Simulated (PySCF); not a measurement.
# MoSe₂, triplet: computed properties

Method: UPBE0 in PySCF with Mo def2-SVP with ECP28, Se def2-SVP; scalar-relativistic core potentials, no spin–orbit coupling; density-fitted integrals.

The structure is a minimum.

Coordinates in bohr (charge 0 multiplicity 3):
```
Mo    0.0227    0.0000   -1.4263
Se   -3.5693    0.0000    0.8170
Se    3.5415    0.0000    0.9303
```

```json
{
 "Point group": "C2v",
 "Bond lengths": "Mo–Se 2.241 Å (×2)",
 "Bond angles": "Se–Mo–Se 114.2°",
 "Principal quadrupole moments (Buckingham, traceless) about the centre of mass": "-5.81, -2.34, 8.15 D Å",
 "Enthalpy at 298.15 K above 0 K": "13.57 kJ/mol",
 "Rotational symmetry number": "2",
 "Zero-point energy": "5.1 kJ/mol",
 "Highest occupied level (α)": "-6.27 eV",
 "Heat capacity Cp at 298.15 K": "54.1 J/(mol K)",
 "Principal polarisabilities": "68.8, 70.4, 145.3 bohr³",
 "Entropy at 298.15 K and 1 bar (electronic part: spin only)": "325.0 J/(mol K)",
 "Lowest empty level (α)": "-3.93 eV",
 "Rotational constants": "0.1874, 0.02979, 0.0257 cm⁻¹",
 "Spin squared ⟨S²⟩": "2.140",
 "Atomisation energy without zero-point energy": "676 kJ/mol",
 "Dipole moment": "3.38 D"
}
```

Harmonic modes (masses in u: Mo 97.905, Se 79.917):
| symmetry | ω (cm⁻¹) | IR (km/mol) | μ (u) |
| --- | --- | --- | --- |
| a1 | 104 | 0.0 | 83.63 |
| a1 | 356 | 2.4 | 85.89 |
| b2 | 398 | 45.7 | 88.63 |

In C2v the vibrations span 2a1 + b2. Here b1 is antisymmetric to the molecular plane and b2 lies in it.

Charges (e):
| atom | Mulliken | Löwdin | polar tensor | spin (Mulliken) | Mayer order to Mo1 |
| --- | --- | --- | --- | --- | --- |
| Mo1 | 0.25 | -0.51 | 0.84 | 2.61 | – |
| Se2,3 | -0.12 | 0.26 | -0.42 | -0.31 | 2.28 |
Other Mayer orders above 0.3: Se–Se 0.32.

Mulliken populations on Mo1 (electrons outside its core potential): s 2.53, p 6.46, d 4.74, f 0.02.

Formally Mo is in oxidation state +4, d2, with 2 unpaired electrons (the high-spin count). The Mulliken spin on Mo is 2.61. The polar-tensor charge on Mo, 0.84, is far below the formal one.

This need not be the most stable arrangement of these atoms. Other spin states or occupations of the open shell can lie lower.

The final relaxation and frequency run took 45 s on 2 threads of a shared Intel Xeon 6975P-C (Granite Rapids) host, with 95 basis functions and 7 gradients; the process peaked at 0.92 GiB. Launch command: `OMP_NUM_THREADS=2 python axn.py task.json out`.
